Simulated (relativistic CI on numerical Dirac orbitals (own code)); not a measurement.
Magnetism of Ru⁷⁺, 4d, in a crystal field

Calculated by Dirac-Coulomb-Breit CI, orbitals from a KLI potential per configuration, model QED, valence Slater integrals scaled by 0.9, one configuration in a parametric crystal field (own radial code).

Field parameters in Wybourne normalisation: D3d B²₀ = −7Dσ, B⁴₀ = −14Dq − 21Dτ, B⁴₃ = −14√(10/7) Dq. The field is a parameter set, without covalency.

S is read from ⟨S²⟩ = S(S + 1).

Powder χT (cm³ K mol⁻¹) by Van Vleck's formula, with temperature-independent terms:

```tsv
Field	2 K	5 K	10 K	20 K	50 K	100 K	200 K	300 K
D3d, 10Dq = 22950, Dσ = -1200, Dτ = -290 cm⁻¹	0.0118	0.0123	0.0132	0.015	0.0203	0.0291	0.0468	0.0645
D3d, 10Dq = 22950, Dσ = 1200, Dτ = -290 cm⁻¹	0.0345	0.035	0.0358	0.0374	0.0422	0.0502	0.0663	0.0824
D3d, 10Dq = 22950, Dσ = 980, Dτ = -290 cm⁻¹	0.0212	0.0217	0.0226	0.0243	0.0294	0.0379	0.055	0.0722
D3d, 10Dq = 22950, Dσ = 760, Dτ = -290 cm⁻¹	0.0168	0.0174	0.0183	0.0201	0.0256	0.0347	0.0529	0.071
D3d, 10Dq = 22950, Dσ = 550, Dτ = -290 cm⁻¹	0.0276	0.0285	0.03	0.033	0.0393	0.0467	0.0629	0.0803
D3d, 10Dq = 22950, Dσ = 330, Dτ = -290 cm⁻¹	0.0058	0.00656	0.00783	0.0104	0.0179	0.031	0.0577	0.0814
D3d, 10Dq = 22950, Dσ = 110, Dτ = -290 cm⁻¹	0.00581	0.00648	0.00759	0.00983	0.0165	0.0277	0.0508	0.0749
D3d, 10Dq = 22950, Dσ = -110, Dτ = -290 cm⁻¹	0.00617	0.0068	0.00785	0.00995	0.0163	0.0268	0.048	0.0702
```

(1) For D3d, 10Dq = 22950, Dσ = 330, Dτ = -290 cm⁻¹: what effective moment follows at 300 K?

Answers

(1) μ_eff = √(8χT) = 0.81 μB. The ground level has S = 0.50; the spin-only moment for S = 1/2 is 1.73 μB. The difference comes from the orbital moment, spin-orbit mixing of terms and temperature-independent paramagnetism, all larger in this ionic model than in covalent complexes.
